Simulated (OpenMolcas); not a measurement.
# Ionisation energies of palladium

```yaml
Program: OpenMolcas 26.06
Basis: ANO-RCC-VTZP [7s6p4d2f1g]
Scalar_Hamiltonian: DKH2, point nucleus
Spin-orbit_coupling: RASSI with atomic mean-field integrals over the reference wave functions, term energies averaged over their components
```

Active shells in each charge state: the valence d shell, with orbitals averaged over the low states. Where CASPT2's correlated closed shells are named, they are those of the first ion.

A. CASSCF
B. SS-CASPT2, IPEA 0.25 Eh, imaginary shift 0.1 Eh (closed shells correlated: 4s 4p)
C. SS-CASPT2, IPEA 0.25 Eh, imaginary shift 0.1 Eh (closed shells correlated: none)
D. SS-CASPT2, IPEA 0 Eh, imaginary shift 0.1 Eh (closed shells correlated: 4s 4p)
E. SS-CASPT2, IPEA 0.25 Eh, imaginary shift 0.1 Eh (closed shells correlated: 3d 4s 4p)

Energies in eV between the lowest computed levels, named as in B; reference values from the NIST Atomic Spectra Database with their kind.

```tsv
From	To	A	B	C	D	E	Spin-orbit share in B	Reference
Pd2+ 4d8 3F4	Pd3+ 4d7 4F 9/2	31.232	32.765	32.802	32.688	32.754	-0.028	32.930 (semi-empirical)
Pd3+ 4d7 4F 9/2	Pd4+ 4d6 5D4	46.420	47.770	47.751	47.774	47.758	+0.082	46.000 (theoretical)
Pd4+ 4d6 5D4	Pd5+ 4d5 6S 5/2	61.476	62.837	62.746	62.796	62.827	+0.225	61.000 (theoretical)
Pd5+ 4d5 6S 5/2	Pd6+ 4d4 5D0	83.612	84.400	84.309	84.472	84.368	-0.403	84.100 (theoretical)
Pd6+ 4d4 5D0	Pd7+ 4d3 4F 3/2	100.864	101.691	101.464	101.746	101.660	-0.177	101.000 (theoretical)
Pd7+ 4d3 4F 3/2	Pd8+ 4d2 3F2	120.155	120.883	120.514	120.944	120.849	-0.040	120.000 (theoretical)
```

The lowest level within the active space need not be the ion's true ground level.
